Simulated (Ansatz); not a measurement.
Consider the cleavage of the Si–Si bond: `[SiH3][SiH]1CS1` + `[OH][Mg][N]([SiH3])[SiH3]` → `[SiH3][O][Mg][N]([SiH3])[SiH3]` + `C1[SiH2]S1`.

Program: Ansatz. Geometries: PBE0-D4/def2-TZVP. ΔE: electronic, gas phase. CCSD(T)/CBS is the MP2 limit (def2-TZVPP, def2-QZVPP) plus CCSD(T) − MP2 in def2-TZVPP, frozen cores. DFT in def2-TZVPP. B3LYP here is the variant with VWN-RPA as its local correlation; programs differ in this. For Mg outer-core shells are correlated without core-valence functions, which leaves a few kJ/mol of doubt a bond. One conformer a species, not always the lowest.

(1) Is it downhill or uphill in electronic energy at CCSD(T)/CBS, and by how much? (An estimate is asked.)

(2) What do these levels give: revPBE-D4, PBE0-D4, B3LYP-D4, r2SCANh-D4, BHLYP-D4, ωB97M-V, PBE, revPBE, BHLYP, HF/def2-SVP, CCSD/def2-TZVPP, CCSD/CBS(def2)? (Best estimate.)

Largest T1 diagnostic among the species: 0.013.

Results:

(1) Ansatz gave: Downhill: ΔE = -115.6 kJ/mol.

(2) Computed: revPBE-D4 -86.7, PBE0-D4 -94.5, B3LYP-D4 -109.6, r2SCANh-D4 -107.2, BHLYP-D4 -120.5, ωB97M-V -113.6, PBE -88.5, revPBE -88.9, BHLYP -125.7, HF/def2-SVP -134.9, CCSD/def2-TZVPP -118.1, CCSD/CBS(def2) -119.7 kJ/mol.

Leaving LDA and LC-ωPBE aside and taking each functional with its dispersion term where it has one, the values, not all of them listed here, spread over 34.8 kJ/mol, from BHLYP-D4 to PBE-D4. From r2SCAN to r2SCAN0 (25 % exact exchange), in def2-TZVPP and without D4, ΔE moves by −3.6 kJ/mol.
